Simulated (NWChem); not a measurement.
System: C2H4OSe; SMILES C1OC[Se]1

Excerpt of the output:

```
             Northwest Computational Chemistry Package (NWChem) 7.3.0
             --------------------------------------------------------

 CS  symmetry detected

                             Geometry "geometry" -> ""
                             -------------------------

 Output coordinates in angstroms (scale by  1.889725989 to convert to a.u.)

  No.       Tag          Charge          X              Y              Z
 ---- ---------------- ---------- -------------- -------------- --------------
    1 C                    6.0000    -0.10096207    -0.85034154     1.08296557
    2 O                    8.0000     0.16368828    -1.70351575     0.00000000
    3 C                    6.0000    -0.10096207    -0.85034154    -1.08296557
    4 Se                  34.0000     0.02435413     0.81406418     0.00000000
    5 H                    1.0000     0.64988979    -0.94456405     1.86971849
    6 H                    1.0000    -1.11289062    -0.97841476     1.48625329
    7 H                    1.0000    -1.11289062    -0.97841476    -1.48625329
    8 H                    1.0000     0.64988979    -0.94456405    -1.86971849

 Effective nuclear repulsion energy (a.u.)     263.3914782986

      Symmetry information
      --------------------

 Group name             Cs
 Group number              2
 Group order               2
 No. of unique centers     5

                                Z-matrix (autoz)
                                --------

 Units are Angstrom for bonds and degrees for angles

      Type          Name      I     J     K     L     M      Value
      ----------- --------  ----- ----- ----- ----- ----- ----------
    1 Stretch                  1     2                       1.40384
    2 Stretch                  1     4                       1.98966
    3 Stretch                  1     5                       1.09162
    4 Stretch                  1     6                       1.09683
    5 Stretch                  2     3                       1.40384
    6 Stretch                  3     4                       1.98966
    7 Stretch                  3     7                       1.09683
    8 Stretch                  3     8                       1.09162
    9 Bend                     1     2     3               100.96534
   10 Bend                     1     4     3                65.95308
   11 Bend                     2     1     4                94.39505
   12 Bend                     2     1     5               111.95386
   13 Bend                     2     1     6               112.74342
   14 Bend                     2     3     4                94.39505
   15 Bend                     2     3     7               112.74342
   16 Bend                     2     3     8               111.95386
   17 Bend                     4     1     5               114.90826
   18 Bend                     4     1     6               110.84952
   19 Bend                     4     3     7               110.84952
   20 Bend                     4     3     8               114.90826
   21 Bend                     5     1     6               111.07023
   22 Bend                     7     3     8               111.07023
   23 Torsion                  1     2     3     4          17.99299
   24 Torsion                  1     2     3     7         -96.79611
   25 Torsion                  1     2     3     8         137.09825
   26 Torsion                  1     4     3     2         -13.55067
   27 Torsion                  1     4     3     7         102.82064
   28 Torsion                  1     4     3     8        -130.23710
   29 Torsion                  2     1     4     3          13.55067
   30 Torsion                  3     2     1     4         -17.99299
   31 Torsion                  3     2     1     5        -137.09825
   32 Torsion                  3     2     1     6          96.79611
   33 Torsion                  3     4     1     5         130.23710
   34 Torsion                  3     4     1     6        -102.82064

                           NWChem Geometry Optimization
                           ----------------------------

 maximum gradient threshold         (gmax) =   0.000450
 rms gradient threshold             (grms) =   0.000300
 maximum cartesian step threshold   (xmax) =   0.001800
 rms cartesian step threshold       (xrms) =   0.001200
 fixed trust radius                (trust) =   0.300000
 source of zmatrix                         =   autoz

          -------------------
          Energy Minimization
          -------------------

 Using diagonal initial Hessian
 Scaling for Hessian diagonals: bonds = 1.00  angles = 0.25  torsions = 0.10

          --------
          Step   0

                                 NWChem DFT Module
                                 -----------------

 Summary of "ao basis" -> "ao basis" (spherical)
 ------------------------------------------------------------------------------
       Tag                 Description            Shells   Functions and Types
 ---------------- ------------------------------  ------  ---------------------
 C                          def2-svp                 6       14   3s2p1d
 O                          def2-svp                 6       14   3s2p1d
 Se                         def2-svp                12       32   5s4p3d
 H                          def2-svp                 3        5   2s1p

      Symmetry analysis of basis
      --------------------------

        a'         56
        a"         38

            General Information
            -------------------
          SCF calculation type: DFT
          Wavefunction type:  closed shell.
          No. of atoms     :     8
          No. of electrons :    58
           Alpha electrons :    29
            Beta electrons :    29
          Charge           :     0
          Spin multiplicity:     1
          Use of symmetry is: on ; symmetry adaption is: on
          Maximum number of iterations: 150
          AO basis - number of functions:    94
                     number of shells:    42
          Convergence on energy requested:  1.00D-06
          Convergence on density requested:  1.00D-05
          Convergence on gradient requested:  5.00D-04

              XC Information
              --------------
                         PBE0 Method XC Functional
                     Hartree-Fock (Exact) Exchange  0.250
          PerdewBurkeErnzerhof Exchange Functional  0.750
            Perdew 1991 LDA Correlation Functional  1.000 local
           PerdewBurkeErnz. Correlation Functional  1.000 non-local

             Grid Information
             ----------------
          Grid used for XC integration:  medium
          Radial quadrature: Mura-Knowles
          Angular quadrature: Lebedev.
          Tag              B.-S. Rad. Rad. Pts. Rad. Cut. Ang. Pts.
          ---              ---------- --------- --------- ---------
          C                   0.70       49           9.0       434
          O                   0.60       49           8.0       434
          Se                  1.15      112           8.0       590
          H                   0.35       45          10.0       434
          Grid pruning is: on
          Number of quadrature shells:   300
          Spatial weights used:  Erf1

      Superposition of Atomic Density Guess
      -------------------------------------

 Sum of atomic energies:       -2551.44967620

      Non-variational initial energy
      ------------------------------

 Total energy =   -2553.362348
 1-e energy   =   -4073.756485
 2-e energy   =    1257.002659
 HOMO         =      -0.240228
 LUMO         =      -0.004640

      Symmetry analysis of molecular orbitals - initial
      -------------------------------------------------

  Numbering of irreducible representations:

     1 a'          2 a"

  Orbital symmetries:

[...]

      ----------------------
      Optimization converged
      ----------------------

  Step       Energy      Delta E   Gmax     Grms     Xrms     Xmax
  ---- ---------------- -------- -------- -------- -------- --------
@    9   -2554.47476675 -2.4D-08  0.00002  0.00001  0.00053  0.00127
                                     ok       ok       ok       ok

                                Z-matrix (autoz)
                                --------

 Units are Angstrom for bonds and degrees for angles

      Type          Name      I     J     K     L     M      Value     Gradient
      ----------- --------  ----- ----- ----- ----- ----- ---------- ----------
    1 Stretch                  1     2                       1.40416   -0.00001
    2 Stretch                  1     4                       1.97941    0.00002
    3 Stretch                  1     5                       1.10289   -0.00000
    4 Stretch                  1     6                       1.10292   -0.00000
    5 Stretch                  2     3                       1.40416   -0.00001
    6 Stretch                  3     4                       1.97941    0.00002
    7 Stretch                  3     7                       1.10292   -0.00000
    8 Stretch                  3     8                       1.10289   -0.00000
    9 Bend                     1     2     3               102.93075    0.00001
   10 Bend                     1     4     3                67.40807   -0.00001
   11 Bend                     2     1     4                94.83057   -0.00000
   12 Bend                     2     1     5               112.62017    0.00000
   13 Bend                     2     1     6               112.62582    0.00000
   14 Bend                     2     3     4                94.83057   -0.00000
   15 Bend                     2     3     7               112.62582    0.00000
   16 Bend                     2     3     8               112.62017    0.00000
   17 Bend                     4     1     5               113.02742    0.00000
   18 Bend                     4     1     6               113.01646    0.00000
   19 Bend                     4     3     7               113.01646    0.00000
   20 Bend                     4     3     8               113.02742    0.00000
   21 Bend                     5     1     6               110.04993   -0.00000
   22 Bend                     7     3     8               110.04993   -0.00000
   23 Torsion                  1     2     3     4           0.06353    0.00000
   24 Torsion                  1     2     3     7        -117.34484   -0.00000
   25 Torsion                  1     2     3     8         117.48249    0.00000
   26 Torsion                  1     4     3     2          -0.04757   -0.00000
   27 Torsion                  1     4     3     7         117.04162    0.00000
   28 Torsion                  1     4     3     8        -117.13380   -0.00000
   29 Torsion                  2     1     4     3           0.04757    0.00000
   30 Torsion                  3     2     1     4          -0.06353   -0.00000
   31 Torsion                  3     2     1     5        -117.48249   -0.00000
   32 Torsion                  3     2     1     6         117.34484    0.00000
   33 Torsion                  3     4     1     5         117.13380    0.00000
   34 Torsion                  3     4     1     6        -117.04162   -0.00000

                         Geometry "geometry" -> "geometry"
                         ---------------------------------

 Output coordinates in angstroms (scale by  1.889725989 to convert to a.u.)

  No.       Tag          Charge          X              Y              Z
 ---- ---------------- ---------- -------------- -------------- --------------
    1 C                    6.0000    -0.11722501    -0.84982914     1.09837960
    2 O                    8.0000    -0.11226784    -1.72458995     0.00000000
    3 C                    6.0000    -0.11722501    -0.84982914    -1.09837960
    4 Se                  34.0000    -0.12436963     0.79685500     0.00000000
    5 H                    1.0000     0.78651336    -0.94794040     1.72288352
    6 H                    1.0000    -1.02091132    -0.95640912     1.72161061
    7 H                    1.0000    -1.02091132    -0.95640912    -1.72161061
    8 H                    1.0000     0.78651336    -0.94794040    -1.72288352

 Effective nuclear repulsion energy (a.u.)     263.5811490666

      Symmetry information
      --------------------

 Group name             Cs
 Group number              2
 Group order               2
 No. of unique centers     5

                Final and change from initial internal coordinates
                --------------------------------------------------

[...]

 Rotational Constants
 --------------------
 A=   0.381360 cm-1  (  0.548680 K)
 B=   0.139355 cm-1  (  0.200496 K)
 C=   0.106298 cm-1  (  0.152936 K)

 Temperature                      =   298.15K
 frequency scaling parameter      =   1.0000

 Zero-Point correction to Energy  =   37.272 kcal/mol  (  0.059397 au)
 Thermal correction to Energy     =   40.014 kcal/mol  (  0.063767 au)
 Thermal correction to Enthalpy   =   40.607 kcal/mol  (  0.064711 au)

 Total Entropy                    =   71.588 cal/mol-K
   - Translational                =   40.316 cal/mol-K (mol. weight = 122.9445)
   - Rotational                   =   25.149 cal/mol-K (symmetry #  =        1)
   - Vibrational                  =    6.123 cal/mol-K

 Cv (constant volume heat capacity) =   13.604 cal/mol-K
   - Translational                  =    2.979 cal/mol-K
   - Rotational                     =    2.979 cal/mol-K
   - Vibrational                    =    7.645 cal/mol-K

[normal modes left out]

 ----------------------------------------------------------------------------
 Normal Eigenvalue ||           Projected Infra Red Intensities
  Mode   [cm**-1]  || [atomic units] [(debye/angs)**2] [(KM/mol)] [arbitrary]
 ------ ---------- || -------------- ----------------- ---------- -----------
    1       -0.000 ||    0.000001           0.000         0.001       0.001
    2       -0.000 ||    0.000001           0.000         0.001       0.001
    3       -0.000 ||    0.000000           0.000         0.000       0.000
    4        0.000 ||    0.000001           0.000         0.001       0.001
    5        0.000 ||    0.000000           0.000         0.000       0.000
    6        0.000 ||    0.000000           0.000         0.000       0.000
    7       74.542 ||    0.010597           0.244        10.330       6.899
    8      450.192 ||    0.001206           0.028         1.176       0.785
    9      607.863 ||    0.002627           0.061         2.561       1.710
   10      781.268 ||    0.018331           0.423        17.870      11.934
   11      845.346 ||    0.000000           0.000         0.000       0.000
   12      873.091 ||    0.002377           0.055         2.318       1.548
   13     1025.964 ||    0.034203           0.789        33.343      22.267
   14     1143.666 ||    0.001685           0.039         1.643       1.097
   15     1149.613 ||    0.035599           0.821        34.704      23.175
   16     1184.623 ||    0.000000           0.000         0.000       0.000
   17     1265.576 ||    0.073727           1.701        71.873      47.997
   18     1306.632 ||    0.037548           0.866        36.603      24.444
   19     1490.137 ||    0.004115           0.095         4.012       2.679
   20     1520.220 ||    0.000033           0.001         0.032       0.021
   21     3052.525 ||    0.102384           2.362        99.809      66.653
   22     3061.196 ||    0.006740           0.155         6.570       4.388
   23     3125.137 ||    0.000000           0.000         0.000       0.000
   24     3126.915 ||    0.037480           0.865        36.537      24.400
 ----------------------------------------------------------------------------
```

Level: PBE0/def2-SVP. This build's default masses of Se (78.918 u) and Br (79.917 u) are each other's, which moves their modes by up to 0.6 %. The printed entropy takes a lower symmetry number than the molecule has.

Reconstruct the input file.

Several could match; the one computed here: the input that was run:
```
start job
memory heap 200 mb stack 900 mb global 1100 mb
geometry units angstroms
  C      1.017576    -0.978066     0.320321
  O     -0.055522    -1.443138     1.096803
  C     -1.127204    -0.747427     0.515211
  Se     0.031846     0.607234    -0.368108
  H      1.892482    -0.746090     0.930537
  H      1.277039    -1.661707    -0.497210
  H     -1.666440    -1.345181    -0.229744
  H     -1.810438    -0.347897     1.267011
end
basis spherical
  * library def2-svp
end
dft
  xc pbe0
  iterations 150
end
driver
  maxiter 120
end
task dft optimize
task dft freq
```
